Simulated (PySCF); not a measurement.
NMR data sheet: C$_{9}$H$_{16}$

```yaml
Formula: C9H16
SMILES: C1CCC(C2CC2)CC1
Point_group_of_the_computed_structure: Cs
Degrees_of_unsaturation: 2
Carbon_signals: 6
Proton_signals: 10
```

Atoms are numbered as in `[CH2:1]1[CH2:2][CH2:3][CH:4]([CH:5]2[CH2:6][CH2:7]2)[CH2:8][CH2:9]1`. Each H is labelled by its parent atom. Ha(C6), Ha(C7) are cis to C4 on the ring; Ha(C1), Ha(C2), Ha(C3), Ha(C8), Ha(C9) are cis to C5 on the ring; Hb(C6), Hb(C7) are trans to C4 on the ring; Hb(C1), Hb(C2), Hb(C3), Hb(C8), Hb(C9) are trans to C5 on the ring.

PySCF 2.14 calculation with geometry: PBE0-D3(BJ)/def2-SVP and NMR shieldings at B97-2/pcSseg-1/GIAO; rapidly exchanging positions averaged, one computed conformer, no solvent, non-relativistic Hamiltonian.

Chemical shifts δ = σref − σ; TMS for ¹H (31.38 ppm) and ¹³C (183.69 ppm), all at this level.

| carbon | δC, type | δH (multiplicity) | HMBC from (2–3 bonds) | span of the C tensor (ppm) |
| --- | --- | --- | --- | --- |
| C1 | 29.5, CH2 | Hb(C1) 1.17 (m); Ha(C1) 1.62 (m) | Ha(C3)/Ha(C8), Ha(C2)/Ha(C9), Hb(C2)/Hb(C9), Hb(C3)/Hb(C8) | 5 |
| C2/C9 | 24.4, CH2 | Hb(C2) 1.38 (m); Ha(C2) 1.52 (m) | Ha(C3)/Ha(C8), Ha(C1), Ha(C2)/Ha(C9), Hb(C2)/Hb(C9), Hb(C3)/Hb(C8), Hb(C1), H(C4) | 14 |
| C3/C8 | 32.8, CH2 | Hb(C3) 1.35 (m); Ha(C3) 1.64 (m) | Ha(C3)/Ha(C8), Ha(C1), Ha(C2)/Ha(C9), Hb(C2)/Hb(C9), Hb(C3)/Hb(C8), Hb(C1), H(C5), H(C4) | 16 |
| C4 | 42.0, CH | 0.25 (m) | Ha(C3)/Ha(C8), Ha(C2)/Ha(C9), Hb(C2)/Hb(C9), Hb(C3)/Hb(C8), H(C5), Hb(C6)/Hb(C7), Ha(C6)/Ha(C7) | 38 |
| C5 | 13.2, CH | 0.95 (m) | Ha(C3)/Ha(C8), Hb(C3)/Hb(C8), Hb(C6)/Hb(C7), H(C4), Ha(C6)/Ha(C7) | 72 |
| C6/C7 | 6.5, CH2 | Hb(C6) 0.47 (m); Ha(C6) 0.01 (m) | H(C5), Hb(C6)/Hb(C7), H(C4), Ha(C6)/Ha(C7) | 64 |

Carbon types of the structure: 2 × CH, 7 × CH2, which accounts for all hydrogens. δC 42.0: sp3 CH in a ring; aliphatic region, no heteroatom directly attached. δC 13.2, 6.5: three-membered-ring carbon; carbons of three-membered rings are unusually shielded. δH 1.64, 1.62, 1.52, 1.38, 1.35, 1.17: hydrogen on an sp3 CH2 in a ring; far from electronegative atoms and π systems. δH 0.95, 0.47, 0.01: hydrogen on a three-membered-ring carbon; cyclopropane-type protons are shielded by the ring. δH 0.25: hydrogen on an sp3 CH in a ring; far from electronegative atoms and π systems.

Shifts are as computed. Against solution values, carbons near 30 ppm lie about +1 ppm off and those near 130 ppm about +2 ppm. Of 1211 compounds with measured shifts, 218 miss one by over three times the rms of a fit or turn the order of signals round; such compounds aren't used in these exercises. No couplings were computed; multiplicities are counted from neighbouring protons, with m where these are inequivalent, close in shift, in a saturated or five-membered ring or joined by F or P, and br s for small geminal =CH2 splittings.
